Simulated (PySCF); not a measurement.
Molfile (atoms numbered from 1):
```
H6N2SSi
     RDKit          3D

 10  9  0  0  0  0  0  0  0  0999 V2000
   -0.7061    1.3948   -0.1814 N   0  0  0  0  0  0  0  0  0  0  0  0
    0.1309   -0.0371    0.2759 Si  0  0  0  0  0  4  0  0  0  0  0  0
   -0.8420   -1.3442   -0.2616 N   0  0  0  0  0  0  0  0  0  0  0  0
    2.0432   -0.4943   -0.6290 S   0  0  0  0  0  0  0  0  0  0  0  0
   -0.4759    2.2703    0.2745 H   0  0  0  0  0  0  0  0  0  0  0  0
   -0.9464    1.5416   -1.1562 H   0  0  0  0  0  0  0  0  0  0  0  0
    0.4099    0.1509    1.7342 H   0  0  0  0  0  0  0  0  0  0  0  0
   -0.4768   -2.2876   -0.3014 H   0  0  0  0  0  0  0  0  0  0  0  0
   -1.8454   -1.3186   -0.1237 H   0  0  0  0  0  0  0  0  0  0  0  0
    2.7600    0.1033    0.3464 H   0  0  0  0  0  0  0  0  0  0  0  0
  1  2  1  0
  2  3  1  0
  2  4  1  0
  1  5  1  0
  1  6  1  0
  2  7  1  0
  3  8  1  0
  3  9  1  0
  4 10  1  0
M  END
```

PySCF 2.14.0 with density-fitted response routines calculation with shielding tensors at PBE0/pcSseg-1 (GIAO) and PBE0-D3(BJ)/def2-SVP structure; non-relativistic Hamiltonian, no solvent, one conformer, rapidly exchanging positions averaged.

Chemical shifts δ = σref − σ; $^{1}$H (σref 31.27) and $^{29}$Si (σref 351.99) vs TMS; NH3 for $^{15}$N (σref 265.67); $^{33}$S (σref 495.66) against CS2, all at this level.

```tsv
atoms	nucleus	count	δ (ppm)
H7	$^{1}$H	1	?
Si2	$^{29}$Si	1	-21.4
S4	$^{33}$S	1	?
H5/H6/H8/H9	$^{1}$H	4	0.64
N1/N3	$^{15}$N	2	33.1
H10	$^{1}$H	1	0.41
```

Problem. Estimate the values marked ?.

Solution. 
- H7: 5.34 ppm, hydrogen on a silicon bonded to 2 N, S
- S4: -171 ppm, sulfur bonded to Si, H

Exchangeable OH/NH protons stand at their gas-phase positions; hydrogen bonding in a real sample shifts them, mostly to higher δ. Experimental scales use liquid or dissolved standards, which lie at an offset from isolated NH3 (liquid NH3: subtract about 20 ppm).
